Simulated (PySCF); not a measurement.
## Working with the constants of TmCl

PBE constants of TmCl, triplet, about 13.0 electrons in the 4f shell (Mulliken), real f orbitals that mix terms (basis Tm x2c-SVPall, Cl x2c-SVPall; spin-free X2C with a Gaussian nucleus; PySCF 2.14; masses 168.9342 and 34.9689 u):

```
ωe                       : 297.8 cm⁻¹
ωexe                     : 0.818 cm⁻¹
Be                       : 0.093958 cm⁻¹
αe                       : 0.000383 cm⁻¹
D (centrifugal)          : 3.74e-08 cm⁻¹
De to Tm (4f13 6s2) + Cl : 4.10 eV
```

(1) Give the vibrational terms G(v) and spacings up to v = 6.

(2) How well does the Morse estimate ωe²/(4ωexe) reproduce De, and what is D0?

Spin–orbit coupling is left out, which matters for elements this heavy, above all for dissociation energies. Counting both spins, an empty level lies below a filled one in this solution, because spin and occupation are held. The state is the lowest single determinant that the PBE0 search found; with open d or f shells the true ground state can be another one.

Results:

(1) G(v) = ωe(v+½) − ωexe(v+½)².

| v | G(v) (cm⁻¹) | G(v) − G(v−1) | Bv (cm⁻¹) |
| --- | --- | --- | --- |
| 0 | 148.7 |  | 0.09377 |
| 1 | 444.9 | 296.2 | 0.09338 |
| 2 | 739.4 | 294.5 | 0.09300 |
| 3 | 1032.3 | 292.9 | 0.09262 |
| 4 | 1323.5 | 291.3 | 0.09223 |
| 5 | 1613.2 | 289.6 | 0.09185 |
| 6 | 1901.1 | 288.0 | 0.09147 |

(2) It gives 3.36 eV, 82 % of the computed De. D0 = De − G(0) = 4.10 − 0.02 = 4.08 eV.
